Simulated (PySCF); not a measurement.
## Stretching TlF

Set-up: basis Tl cc-pVDZ-PP with ECP60, F cc-pVDZ; scalar-relativistic core potentials; PySCF 2.14. Energies in eV from Tl + F in their ground configurations at the same level. State: ¹Σ⁺ (singlet), closed shell.

Curves on a restricted Hartree–Fock reference rise too fast on stretching and do not dissociate correctly.

| R (Å) | ωB97X | M06-2X | RHF-MP2 |
| --- | --- | --- | --- |
| 1.807 | -3.961 | -3.517 | -3.549 |
| 1.891 | -4.610 | -4.182 | -4.207 |
| 1.975 | -4.952 | -4.538 | -4.555 |
| 2.038 | -5.066 | -4.662 | -4.671 |
| 2.101 | -5.090 | -4.695 | -4.697 |
| 2.164 | -5.047 | -4.663 | -4.655 |
| 2.248 | -4.918 | -4.545 | -4.525 |
| 2.353 | -4.678 | -4.322 | -4.285 |
| 2.479 | -4.332 | -3.991 | -3.935 |
| 2.647 | -3.834 | -3.511 | -3.433 |

Put a parabola through the three lowest points of the ωB97X curve and estimate Re, k and ωe (reduced mass 17.39 u; 1 eV/Å² = 0.16022 mdyn/Å; ωe = 1302.8·√(k/μ) cm⁻¹).

Through R = 2.038, 2.101, 2.164 Å the second-order coefficient is 8.44 eV/Å², so Re ≈ 2.092 Å, k ≈ 2.70 mdyn/Å and ωe ≈ 514 cm⁻¹. A polynomial fit of higher order to the unrounded ωB97X energies gives Re = 2.089 Å, k = 2.82 mdyn/Å, ωe = 524 cm⁻¹; anharmonicity and rounding make the difference.

The higher-order fit for each curve: ωB97X: Re = 2.089 Å, ωe = 524 cm⁻¹, De = 5.09 eV; M06-2X: Re = 2.098 Å, ωe = 514 cm⁻¹, De = 4.70 eV; RHF-MP2: Re = 2.091 Å, ωe = 526 cm⁻¹, De = 4.70 eV.

Correlated steps freeze 5 core orbitals. Correlated levels converge slowly with the basis: in double zeta they bind strong bonds too weakly, by up to about 1 eV, and carry superposition errors of some tenths. Spin–orbit coupling is left out, which matters for elements this heavy, above all for dissociation energies. Where the molecule has an RHF reference, its open-shell atoms are computed with UHF.
